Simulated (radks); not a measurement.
The numbers below are computed, except where a source is named.
Excited configurations of Xe: one electron is placed in a higher orbital outside [Kr] 4d10 5s2 5p5. The ground configuration is [Xe]. Code: a radial shooting solver on a logarithmic mesh with Libxc functionals. Model: Dirac Kohn-Sham, PBE, spin-unpolarised, spherical densities, finite nucleus; open shells fill j = l - 1/2 first; Fermi nuclear charge, rms radius 4.7859 fm. Excitation = E - E(ground); binding = E(ion) - E, where the ion is the core of charge +1; n* = 1/sqrt(2 binding) in atomic units, and the quantum defect is n - n*.

outer orbital,excitation (eV),binding (eV),n*,quantum defect,eigenvalue (eV),<r> (bohr)
4f5/2,11.198,0.913,3.861,0.139,-0.433,17.26
5d3/2,9.962,2.148,2.517,2.483,-0.592,6.911
5f5/2,11.478,0.632,4.639,0.361,-0.366,29.12
6s1/2,8.387,3.723,1.912,4.088,-2.023,5.892
6p1/2,9.635,2.475,2.344,3.656,-1.288,7.833
6d3/2,10.825,1.285,3.254,2.746,-0.680,14.06
6f5/2,11.652,0.458,5.451,0.549,-0.287,43.58
7s1/2,10.374,1.736,2.800,4.200,-1.052,12.58
7p1/2,10.777,1.333,3.195,3.805,-0.788,15.62
7d3/2,11.303,0.807,4.106,2.894,-0.487,24.70

The Delta-SCF ionisation energy is 12.110 eV (NIST Atomic Spectra Database: 12.130 eV, measured). Self-interaction in the functional shifts the binding energies and quantum defects, so they are the method's values and not measured ones. Spin polarisation and multiplet splitting are left out, so open shells lie too high by an amount that depends on their filling.

Beside tabulated values, note that spin-unpolarised runs miss the spin-polarisation part of the exchange energy of open shells.
